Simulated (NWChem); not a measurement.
CH₃Zn cation; SMILES [CH3][Zn+]

```xyz
5

Zn     0.0000     0.0000    -0.4610
C      0.0000     0.0000     1.5084
H      0.7492     0.7492     1.7983
H      0.2742    -1.0234     1.7983
H     -1.0234     0.2742     1.7983
```
Atoms are numbered in this order, from 1.

The geometry was optimised at PBE0/def2-SVP.

Problem. List the 6 lowest vertical singlet excitations from LDA (Slater exchange, VWN5)/6-31G* (spherical d), TDA (NWChem).

Solution. 
| state | energy (eV) | oscillator strength | leading excitation (squared amplitude) |
|---|---|---|---|
| S1 | 5.67 | 0.438 | HOMO → LUMO (0.84) |
| S2 | 5.70 | 0.005 | HOMO−1 → LUMO (1.00) |
| S3 | 5.70 | 0.005 | HOMO−2 → LUMO (1.00) |
| S4 | 7.13 | 0.000 | HOMO−3 → LUMO (1.00) |
| S5 | 7.13 | 0.000 | HOMO−4 → LUMO (1.00) |
| S6 | 7.44 | 0.011 | HOMO−5 → LUMO (0.93) |
